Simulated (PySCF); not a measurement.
SbSe: one state, many levels of theory

State: ²Π (doublet), unpaired electrons π ↑. Set-up: Sb cc-pVDZ-PP with ECP28, Se cc-pVDZ-PP with ECP10; scalar-relativistic core potentials (PySCF 2.14). De refers to Sb + Se in their high-spin ground configurations, without counterpoise correction. The functionals are run spin-unrestricted. A positive dipole means Sb(−)Se(+). Levels whose curve was spin-contaminated or gave no clean fit are not listed.

```json
{"Level": "UHF-CCSD", "Re (Å)": "2.368", "ωe (cm⁻¹)": "326", "De (eV)": "2.09", "μ (D)": "n/a"}
{"Level": "PBE", "Re (Å)": "2.379", "ωe (cm⁻¹)": "317", "De (eV)": "3.45", "μ (D)": "-1.75"}
{"Level": "BLYP", "Re (Å)": "2.405", "ωe (cm⁻¹)": "303", "De (eV)": "3.44", "μ (D)": "-1.73"}
{"Level": "r²SCAN", "Re (Å)": "2.355", "ωe (cm⁻¹)": "331", "De (eV)": "3.09", "μ (D)": "-1.91"}
{"Level": "PBE0", "Re (Å)": "2.345", "ωe (cm⁻¹)": "338", "De (eV)": "2.99", "μ (D)": "-1.99"}
{"Level": "B97-3", "Re (Å)": "2.356", "ωe (cm⁻¹)": "336", "De (eV)": "3.05", "μ (D)": "-2.14"}
{"Level": "HSE06", "Re (Å)": "2.349", "ωe (cm⁻¹)": "338", "De (eV)": "3.12", "μ (D)": "-1.94"}
```

What does a quarter of exact exchange do here, going from PBE to PBE0?

PBE0 less PBE: -3.4 pm in Re, +6.6 % in ωe, -0.46 eV in De. Exact exchange removes part of the self-interaction that spreads semilocal densities, and in most molecules shortens and stiffens the bond and lowers De; so it does here.

What does the step from GGA to meta-GGA do here, going from PBE to r²SCAN?

r²SCAN less PBE: -2.4 pm in Re, +4.4 % in ωe, -0.36 eV in De. 

Correlated steps freeze 8 core orbitals. Correlated levels converge slowly with the basis: in double zeta they bind strong bonds too weakly, by up to about 1 eV, and carry superposition errors of some tenths. These are scalar-relativistic numbers at best; spin–orbit coupling would shift them, the dissociation energy most. Counting both spins, an empty level lies below a filled one in some of these solutions, because spin and occupation are held. The state is the lowest determinant that a PBE0 search found; another state may lie lower at other levels.

The whole job (state search and all levels along the bond) took about 2.7 min on 1 thread of Arm Neoverse V2 (shared host), peak memory 0.54 GiB.
